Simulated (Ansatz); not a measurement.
Calculated with Ansatz (gas phase, PBE0-D4/def2-TZVP geometries, no zero-point term in ΔE). CCSD(T)/CBS is the MP2 limit (def2-TZVPP, def2-QZVPP) plus CCSD(T) − MP2 in def2-TZVPP, frozen cores. Functionals use def2-TZVPP. Each species was taken in one conformer, which may not be the lowest.

Consider the redistribution: `C[SiH2]N[SiH](O)O` + `F[SiH](Cl)C[SiH3]` → `C[SiH](F)N[SiH](O)O` + `[SiH3]C[SiH2]Cl`.

`C[SiH2]N[SiH](O)O`:

Z-matrix (Å, degrees):
```
C
Si 1 1.866
H 1 1.093 2 110.5
H 1 1.093 2 111.1 3 120.2
H 1 1.093 2 111.0 3 -119.5
N 2 1.732 1 112.0 3 179.0
H 2 1.491 1 108.3 3 56.7
H 2 1.486 1 110.5 3 -62.3
Si 6 1.706 2 129.7 1 124.0
H 6 1.013 2 115.3 1 -64.4
O 9 1.647 6 113.9 2 -126.3
O 9 1.637 6 109.6 2 117.9
H 9 1.481 6 106.5 2 -4.2
H 11 0.958 9 117.3 6 61.0
H 12 0.959 9 116.0 6 148.5
```

`F[SiH](Cl)C[SiH3]`:

Cartesian coordinates in Å:
```
F -1.835 0.495 -1.318
Si -0.627 -0.544 -1.295
Cl 0.044 -0.738 -3.217
C 0.705 0.090 -0.193
Si 0.169 0.481 1.567
H -1.167 -1.851 -0.870
H 1.140 0.989 -0.643
H 1.497 -0.667 -0.160
H -0.752 1.645 1.576
H -0.532 -0.692 2.153
H 1.358 0.792 2.401
```

`C[SiH](F)N[SiH](O)O`:

```xyz
15

C    -0.882   -2.147    1.217
Si   -0.578   -0.978   -0.184
F    -1.947   -0.183   -0.510
N     0.618    0.174    0.229
Si    1.163    1.484   -0.755
O     0.064    1.644   -1.956
O     1.396    2.809    0.178
H    -1.694   -2.835    0.972
H     0.012   -2.741    1.425
H    -1.158   -1.609    2.128
H    -0.256   -1.670   -1.453
H     1.002    0.118    1.162
H     2.466    1.273   -1.406
H    -0.865    1.527   -1.746
H     0.659    3.133    0.698
```

`[SiH3]C[SiH2]Cl`:

Z-matrix (Å, degrees):
```
Si
C 1 1.877
H 1 1.486 2 110.5
H 1 1.487 2 110.2 3 120.2
H 1 1.487 2 110.2 3 -120.2
Si 2 1.856 1 114.4 3 -179.9
H 2 1.095 1 108.8 3 -58.2
H 2 1.095 1 108.8 3 58.4
Cl 6 2.062 2 110.3 1 -179.8
H 6 1.483 2 111.0 1 -61.0
H 6 1.483 2 111.0 1 61.5
```

| species | PBE0 energy (Eh) |
| --- | --- |
| `C[SiH2]N[SiH](O)O` | -827.49218 |
| `F[SiH](Cl)C[SiH3]` | -1180.42664 |
| `C[SiH](F)N[SiH](O)O` | -926.76811 |
| `[SiH3]C[SiH2]Cl` | -1081.15634 |

(1) Work out ΔE.

Largest T1 diagnostic among the species: 0.011.

Answers

(1) ΔE = (-926.76811) + (-1081.15634) − (-827.49218) − (-1180.42664) = -0.00563 Eh = -3.5 kcal/mol. CCSD(T)/CBS gives -3.7 kcal/mol.
